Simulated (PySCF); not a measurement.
# Static response to an electric field

Species: C9H8O.
Numbering: `[CH3:1][C:2]#[C:3][c:4]1[cH:5][cH:6][cH:7][c:8]([OH:9])[cH:10]1` (hydrogens: H11, H12, H13 on C1; H14 on C5; H15 on C6; H16 on C7; H17 on O9; H18 on C10)

Structure used (PBE0-D3(BJ)/def2-SVP), in Å, numbered top down from 1:
```xyz
18
C9H8O angstrom
C      4.2406   -0.5265    0.0328
C      2.8125   -0.2670   -0.0155
C      1.6180   -0.0490   -0.0572
C      0.2137    0.2121   -0.1051
C     -0.2691    1.4740   -0.4879
C     -1.6418    1.7045   -0.5254
C     -2.5472    0.7041   -0.1885
C     -2.0736   -0.5558    0.1942
O     -2.9841   -1.4987    0.5149
C     -0.7004   -0.7990    0.2345
H      4.8170    0.4062   -0.0689
H      4.5503   -1.2026   -0.7800
H      4.5278   -0.9970    0.9865
H      0.4384    2.2610   -0.7516
H     -2.0165    2.6866   -0.8235
H     -3.6249    0.8739   -0.2143
H     -2.5277   -2.3120    0.7549
H     -0.3240   -1.7816    0.5321
```

Level: CAM-B3LYP/def2-SVPD (PySCF), static field, nuclei fixed, core orbitals frozen in the response. The polarisability tensor in these axes (au):

```
x   172.91  -8.61  -0.07
y    -8.61 105.79 -12.74
z    -0.07 -12.74  68.40
```

**Question.** Give the principal values, the mean and the anisotropy Δα = √{½[(α1 − α2)² + (α2 − α3)² + (α1 − α3)²]}.

**Answer.** Principal values 64.40, 108.67 and 174.02 au; mean 115.70 au = 17.14 Å³ = 19.08 × 10⁻⁴⁰ C²·m²/J; Δα = 95.52 au (83 % of the mean).

**Question.** What is the dipole moment, and where does it point?

**Answer.** (1.54, -0.86, 0.23) D, 1.78 D in size, pointing from the negative to the positive side. Measured along this direction, the outermost atoms are H16 at the negative end and H13 and H12 at the positive end.

**Question.** In a dilute gas of rigid molecules at 500 K, how does the orientational term μ²/3kT compare with the electronic polarisability?

**Answer.** In Gaussian units μ²/3kT = 15.29 Å³ against 17.14 Å³, a ratio of 0.89; the Debye molar polarisation (4π/3)N_A(α + μ²/3kT) is 81.8 cm³/mol, leaving out the vibrational part.

**Question.** Find the Langevin capture rate constant for H3+ (3.023 u) meeting this molecule (132.058 u), k = 2.342 × 10⁻⁹ cm³/s × √(α in Å³ / reduced mass in u).

**Answer.** The reduced mass is 2.96 u, so k = 5.64 × 10⁻⁹ cm³/s. The formula leaves out the permanent dipole, which adds to the capture rate.

**Question.** Sum over states: ᾱ = Σ f/ω², ω in Eh. What share falls to these 6 lowest TDDFT singlets (eV, f)? 4.84, 0.1128; 5.26, 0.2341; 5.46, 0.0001; 6.06, 0.0000; 6.18, 0.3512; 6.32, 0.0007.

**Answer.** They add up to 16.66 au, 14.4 % of the 115.70 au; the largest single term is 6.81 au, from the state at 6.18 eV. Terms in order: 3.56, 6.27, 0.00, 0.00, 6.81, 0.01 au. Higher excitations give the rest. The strengths listed sum to 0.699.

The structure is a single PBE0-D3(BJ)/def2-SVP conformer in the gas phase; no vibrational or solvent corrections.
